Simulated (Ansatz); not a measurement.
`C[SiH2][BH][ZnH]` + HBr → `[ZnH][Br]` + `B[SiH2]C`  (cleavage of the Zn–B bond)

Gas-phase electronic energies from Ansatz, PBE0-D4/def2-TZVP geometries. CCSD(T)/CBS is the MP2 limit (def2-TZVPP, def2-QZVPP) plus CCSD(T) − MP2 in def2-TZVPP, frozen cores. Functionals use def2-TZVPP. For Br, Zn outer-core shells are correlated without core-valence functions, which leaves a few kJ/mol of doubt a bond. Scalar relativity is left out up to krypton. Each species was taken in one conformer, which may not be the lowest.

`C[SiH2][BH][ZnH]`:

Cartesian coordinates in Å:
```
C -1.108 -0.393 1.213
Si 0.541 0.428 0.846
B 0.991 0.676 -1.088
Zn 0.191 -0.431 -2.651
H -1.937 0.234 0.877
H -1.234 -0.568 2.283
H -1.185 -1.355 0.699
H 1.652 -0.478 1.298
H 0.656 1.680 1.654
H 1.858 1.474 -1.321
H -0.425 -1.269 -3.811
```

HBr:

```xyz
2

Br    0.402    0.583   -0.055
H    -0.402   -0.583    0.055
```

`[ZnH][Br]`:

```xyz
3

Zn   -0.189   -0.125    0.077
Br    1.581    1.046   -0.646
H    -1.392   -0.921    0.569
```

`B[SiH2]C`:

Z-matrix (Å, degrees):
```
Si
C 1 1.876
B 1 2.010 2 116.0
H 1 1.496 2 109.7 3 -120.9
H 1 1.495 2 109.8 3 122.6
H 2 1.092 1 110.7 3 -60.3
H 2 1.092 1 110.7 3 59.3
H 2 1.092 1 111.2 3 179.5
H 3 1.197 1 119.3 2 177.5
H 3 1.197 1 123.7 2 -3.1
```

CCSD(T)/CBS gives -173.9 kJ/mol.

**Question.** Another level gave -174.7 kJ/mol. Which?
A. PBE/def2-TZVPP
B. HF/def2-TZVPP
C. PBE0/def2-TZVPP
D. B2PLYP/def2-TZVPP

**Answer.** D. B2PLYP -174.7, PBE -156.7, HF/def2-TZVPP -211.8, PBE0 -169.0 kJ/mol.

Largest T1 diagnostic among the species: 0.014.

From PBE to PBE0 (25 % exact exchange), in def2-TZVPP and without D4, ΔE moves by −12.3 kJ/mol. The D4 term adds +4.6 kJ/mol with B3LYP and +2.7 kJ/mol with PBE0; it sums over pairs of atoms, weighted by their polarisabilities, and B3LYP, whose exchange is more repulsive, gets the larger term.

B3LYP here is the variant with VWN-RPA as its local correlation; programs differ in this.
